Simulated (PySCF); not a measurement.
Static response to an electric field

Species: Si(NMeEt)2H2, C6H18N2Si.
Cartesian coordinates in Å at the PBE0-D3(BJ)/def2-SVP level; atoms count from 1:
```
atom  x, y, z in Å
Si1   -0.6775    0.0034   -0.4777
N2    -0.6575    0.3059    1.2304
C3     0.0130   -0.6114    2.1192
C4    -1.4944    1.3012    1.8637
C5    -2.7909    0.7666    2.4596
H6     0.6035   -0.0654    2.8792
H7    -0.6761   -1.2887    2.6601
H8     0.7134   -1.2381    1.5461
H9    -0.9094    1.8079    2.6570
H10   -1.7334    2.0785    1.1188
H11   -3.3602    1.5737    2.9466
H12   -3.4272    0.3224    1.6778
H13   -2.6017   -0.0086    3.2185
N14    0.9433   -0.2854   -1.0197
C15    1.9913    0.6541   -0.7023
C16    1.2841   -1.3093   -1.9828
C17    1.4285   -0.8186   -3.4180
H18    2.9117    0.1271   -0.3868
H19    2.2628    1.3176   -1.5460
H20    1.6752    1.2938    0.1360
H21    2.2274   -1.7981   -1.6665
H22    0.5082   -2.0918   -1.9456
H23    1.7164   -1.6442   -4.0876
H24    0.4796   -0.3961   -3.7843
H25    2.1995   -0.0375   -3.5064
H26   -1.3618    1.2149   -1.0394
H27   -1.4205   -1.2196   -0.9296
```

Level: CAM-B3LYP/def2-SVPD (PySCF), static field, nuclei fixed, core orbitals frozen in the response. The polarisability tensor in these axes (au):

```
x   119.19  -5.47 -11.89
y    -5.47 107.54   7.72
z   -11.89   7.72 127.08
```

**Question.** Diagonalise the tensor; give its mean and Δα, where Δα² is half the sum of the squared differences of the eigenvalues.

**Answer.** Principal values 104.65, 110.61 and 138.55 au; mean 117.94 au = 17.48 Å³ = 19.45 × 10⁻⁴⁰ C²·m²/J; Δα = 31.34 au (27 % of the mean).

**Question.** What is the dipole moment, and where does it point?

**Answer.** (0.61, -0.01, 0.44) D, 0.75 D in size, pointing from the negative to the positive side. Measured along this direction, the outermost atoms are H12, H24 and H26 at the negative end and H6 and H18 at the positive end.

**Question.** Give the principal axes and the span of the nuclei along them.

**Answer.** Largest value along (-0.56, 0.29, 0.78), where the nuclei span 9.24 Å; middle along (0.81, 0.01, 0.58), 3.98 Å; least along (0.16, 0.96, -0.24), 3.99 Å. 

**Question.** What depolarisation ratio follows for Rayleigh scattering of linearly polarised light, taking the static tensor?

**Answer.** ρ = 3Δα²/(45ᾱ² + 4Δα²) = 2947.4/(625921 + 3929.9) = 0.00468.

**Question.** Refractivity n − 1 of an ideal gas of it at 298.15 K and 1 atm, from the electronic α?

**Answer.** N = p/kT = 2.4615 × 10¹⁹ cm⁻³, so n − 1 = 2π × N × 17.48 × 10⁻²⁴ cm³ = 2703 × 10⁻⁶ at long wavelengths, for an ideal gas.

**Question.** Find the Langevin capture rate constant for H3+ (3.023 u) meeting this molecule (146.124 u), k = 2.342 × 10⁻⁹ cm³/s × √(α in Å³ / reduced mass in u).

**Answer.** The reduced mass is 2.96 u, so k = 5.69 × 10⁻⁹ cm³/s. The formula leaves out the permanent dipole, which adds to the capture rate.

**Question.** In a dilute gas of rigid molecules at 350 K, how does the orientational term μ²/3kT compare with the electronic polarisability?

**Answer.** In Gaussian units μ²/3kT = 3.92 Å³ against 17.48 Å³, a ratio of 0.22; the Debye molar polarisation (4π/3)N_A(α + μ²/3kT) is 54.0 cm³/mol, leaving out the vibrational part.

Isolated species at its PBE0-D3(BJ)/def2-SVP geometry (one conformer only).
